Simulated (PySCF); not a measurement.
**Two-component Hartree-Fock for Mn (manganese, neutral)**

Start: [Ar] 3d5 4s2; 3d3/2 filled at m_j = -3/2, -1/2, +1/2, +3/2; 3d5/2 filled at m_j = +5/2. Calculated with PySCF 2.14 in x2c-TZVPPall-2c: generalised Hartree-Fock with the X2C-1e Hamiltonian and a Gaussian nucleus; one run each with spin-orbit coupling (SO) switched off, then screened by Boettger's factors.

```csv
spinor shell,electrons,"ε, spin-free (eV)","ε, screened SO (eV)",weight of nominal j (screened SO),"rms radius, screened SO (bohr)"
1s1/2,2,-6598.4,-6598.4,1.000,0.0703
2s1/2,2,-803.48,-803.46,1.000,0.302
2p1/2,2,-677.04,-684.49,0.978,0.271
2p3/2,4,-677.04,-673.39,0.989,0.274
3s1/2,2,-105.63,-105.63,1.000,0.915
3p1/2,2,-67.766,-68.229,0.664,0.986
3d3/2,4,-17.081,-17.096,0.509,1.29
3d5/2,1,-17.081,-17.020,1.000,1.29
4s1/2,2,-6.874,-6.874,1.000,3.62
```

(1) Where does 3p3/2 lie, and what is the 3p spin-orbit splitting (screened SO)?

```
   quantity    spin-free  screened SO
E (hartree)  -1157.36627  -1157.38162
        M_J          5/2          5/2
       ⟨J²⟩        8.771        8.771
       ⟨L²⟩        0.000        0.002
       ⟨S²⟩        8.771        8.770
```

Each row is a mean over spinors that exchange with the open shell spreads, by up to 13.912 eV (3p3/2).

Rows whose weight is well below 1 are mixtures of j = l ± 1/2: exchange outweighs spin-orbit coupling there, and the label is only the starting occupation.

Without spin-orbit coupling the j labels of p, d and f shells carry no meaning; the spin-free column gives the mean over the occupied spinors of each nl shell.

Answers

(1) At -67.544 eV, 0.685 eV above 3p1/2.
